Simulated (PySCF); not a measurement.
**²⁹Si chemical shifts**

PySCF calculation with σ from GIAO-PBE0/pcSseg-1 and geometry from GFN2-xTB; equivalent nuclei averaged, one computed conformer, relativity neglected, no solvent.

Shieldings were converted by a linear fit to measured shifts: ²⁹Si: δ = 279.94 − 0.822σ (rms 8.9 ppm, 72 shifts, 25.8 ppm with the 6 outliers that the fit left out vs TMS, solution or neat liquid). A few per cent of atoms miss by over 2 rms, more outside the fitted compound classes.

Problem. Give the ²⁹Si shifts of `[SiH3]O[SiH](P)P`, `OCC[C@@H]([SiH3])[SiH2]C[SiH3]`, `C=CN([SiH3])[C@@H](C)CN`, `C[SiH2]CO[C@@H]([SiH3])C[SiH3]`.

Solution. 
| compound | environment | δ (ppm) |
| --- | --- | --- |
| [SiH3:1][O:2][SiH:3]([PH2:4])[PH2:5] | Si3: silicon bonded to O, 2 P, H | -0.8 |
| [SiH3:1][O:2][SiH:3]([PH2:4])[PH2:5] | Si1: silicon bonded to O, 3 H | -40.6 |
| [OH:1][CH2:2][CH2:3][C@@H:4]([SiH3:5])[SiH2:6][CH2:7][SiH3:8] | Si6: silicon bonded to 2 C, 2 H | -31.2 |
| [OH:1][CH2:2][CH2:3][C@@H:4]([SiH3:5])[SiH2:6][CH2:7][SiH3:8] | Si8: silicon bonded to C, 3 H | -68.7 |
| [OH:1][CH2:2][CH2:3][C@@H:4]([SiH3:5])[SiH2:6][CH2:7][SiH3:8] | Si5: silicon bonded to C, 3 H | -69.5 |
| C=CN([SiH3])[C@@H](C)CN | silicon bonded to N, 3 H | -48.3 |
| [CH3:1][SiH2:2][CH2:3][O:4][C@@H:5]([SiH3:6])[CH2:7][SiH3:8] | Si2: silicon bonded to 2 C, 2 H | -46.9 |
| [CH3:1][SiH2:2][CH2:3][O:4][C@@H:5]([SiH3:6])[CH2:7][SiH3:8] | Si6: silicon bonded to C, 3 H | -70.4 |
| [CH3:1][SiH2:2][CH2:3][O:4][C@@H:5]([SiH3:6])[CH2:7][SiH3:8] | Si8: silicon bonded to C, 3 H | -71.8 |
